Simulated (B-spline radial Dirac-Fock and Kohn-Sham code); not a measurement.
How the levels of samarium move as electrons are removed

The computed values come from an atomic code on a B-spline grid: Dirac-Fock (average of configuration) total-energy differences with a finite nucleus, the Breit interaction including its frequency dependence, and self-energy and vacuum-polarisation corrections. Each ion is free and in its tabulated ground configuration. The model has no electron correlation.

Reference: Sm⁷⁺, [Kr] 4d10 4f4 5s2 5p3, with L2 7428.8 eV, L3 6833.3 eV, M2 1662.5 eV, M3 1539.9 eV, N3 371.2 eV, Kα1 (K-L3) 40115.9 eV, Kβ1 (K-M3) 45409.3 eV, Lα1 (L3-M5) 5634.9 eV. Shifts from it, in eV (a dash: the subshell is empty, belongs to an open shell averaged over j, or its hole state is left out as unreliable):

| ion | configuration | L2 | L3 | M2 | M3 | N3 | Kα1 | Kβ1 | Lα1 |
| --- | --- | --- | --- | --- | --- | --- | --- | --- | --- |
| Sm⁸⁺ | [Kr] 4d10 4f4 5s2 5p2 | +20.1 | +20.0 | +19.6 | +19.4 | +18.7 | +0.54 | +1.10 | +0.45 |
| Sm⁹⁺ | [Kr] 4d10 4f4 5s2 5p1 | +40.9 | +40.7 | +39.7 | +39.5 | +38.0 | +1.14 | +2.33 | +0.95 |
| Sm¹⁰⁺ | [Kr] 4d10 4f4 5s2 | +62.4 | +62.1 | +60.5 | +60.3 | +57.9 | +1.80 | +3.68 | +1.51 |
| Sm¹¹⁺ | [Kr] 4d10 4f3 5s2 | +94.2 | +94.1 | +93.5 | +93.3 | +87.4 | +0.96 | +1.72 | +0.54 |
| Sm¹²⁺ | [Kr] 4d10 4f2 5s2 | +127.9 | +127.9 | +128.5 | +128.3 | +118.3 | +0.03 | -0.36 | -0.46 |
| Sm¹³⁺ | [Kr] 4d10 4f1 5s2 | +163.5 | +163.5 | +165.4 | +165.1 | +150.3 | -0.99 | -2.54 | -1.47 |
| Sm¹⁴⁺ | [Kr] 4d10 4f1 5s1 | +189.6 | +189.7 | +190.7 | +190.4 | +174.0 | -0.46 | -1.18 | -0.80 |

Over this range L2 (2p1/2) moves by +189.6 eV and Kα1 by -0.5 eV: a line is a difference of two levels that shift in the same direction.
